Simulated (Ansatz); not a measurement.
H2O, charge +1, doublet, geometry from GFN2-xTB (a state made from the parent by changing its charge; the spin is typed, not shown lowest); PBE0/def2-SVPD (Ansatz, a program for electronic structure).

Input for Ansatz:
Ansatz 0.2 input:
```yaml
crystal:
  periodic: [false, false, false]
  atoms:
    - {symbol: O, position_ang: [0.00838048, 0.00164066, 0.09925610]}
    - {symbol: H, position_ang: [-0.05320696, 0.86638286, -0.40979171]}
    - {symbol: H, position_ang: [-0.01383690, -0.87950812, -0.38425707]}
basis:
  gaussian:
    orbitals: def2-SVPD
hamiltonian:
  xc: pbe0
total_charge: 1
magnetization: {spin_polarized: true, initial_magnetization: 1}
accuracy: high
```

**Question.** Write the output that Ansatz gives for this input, abridged.

**Answer.** 
```
Functional definition: PBE0
697 factors; integrals over basis functions are off by at most 2.5e-9 eV
mean field evaluation 1: about -2057.0169 eV, gradient 4.2e1 eV
mean field evaluation 2: about -2055.7969 eV, gradient 4.6e1 eV
mean field evaluation 4: about -2063.4876 eV, gradient 1.2e-1 eV
mean field evaluation 8: about -2063.4874 eV, gradient 1.8e-3 eV
mean field evaluation 16: about -2063.4874 eV, gradient 1.3e-8 eV
mean field -2063.48741165 eV, -75.8317636963 hartree, gradient 1.1e-8 eV, S^2 0.753006; 1 other end points of the search recorded, 0 dependent functions left out
reference -2063.48741442 eV, -75.8317637979 hartree; 5, 4 occupied and 34, 35 virtual orbitals, 697 factors
Total energy: -2063.48741442 eV, -75.8317637979 hartree
```
